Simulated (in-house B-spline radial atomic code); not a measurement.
A radial electron density 4πr²n(r) was computed for an atom or ion in its tabulated ground configuration with a B-spline radial code for spherical atoms; method: non-relativistic RPBE, spin-polarised, spherical fractional occupations. Columns: r (bohr), 4πr²n(r) (electrons per bohr), bar.

```
 0.00338   0.4147 #
 0.00403   0.5766 #
 0.00481   0.7999 ##
 0.00574    1.104 ##
 0.00684    1.509 ###
 0.00816    2.054 #####
 0.00973    2.769 ######
  0.0116    3.693 ########
  0.0138     4.85 ###########
  0.0165    6.326 ##############
  0.0197    8.091 ##################
  0.0235    10.12 #######################
   0.028    12.35 ############################
  0.0333    14.61 #################################
  0.0398    16.79 ######################################
  0.0474    18.49 ##########################################
  0.0565    19.48 ############################################
  0.0674     19.5 ############################################
  0.0804     18.5 ##########################################
  0.0959    16.72 ######################################
   0.114    14.75 #################################
   0.136    13.29 ##############################
   0.163    13.06 #############################
   0.194    14.29 ################################
   0.231    16.48 #####################################
   0.276    18.53 ##########################################
   0.329    19.11 ###########################################
   0.392    17.48 #######################################
   0.467    13.88 ###############################
   0.557    9.432 #####################
   0.665    5.593 #############
   0.793    3.297 #######
   0.945    2.417 #####
    1.13    2.178 #####
    1.34    1.865 ####
     1.6    1.254 ###
    1.91   0.6235 #
    2.28   0.2224 #
    2.72  0.05356 
    3.24 0.008073 
    3.86 0.0007255 
    4.61 3.096e-05
```

Which atom or ion is it?
A. K7+
B. Cl6+
C. S5+
D. Cl5+

D. The area under the curve, ∫4πr²n dr = ∫r·4πr²n d(ln r) on this logarithmic grid, is 12 electrons; among the options with that count, the innermost peak, which lies near 1/Z bohr, picks Z = 17. The configuration is [Ne] 3s2.
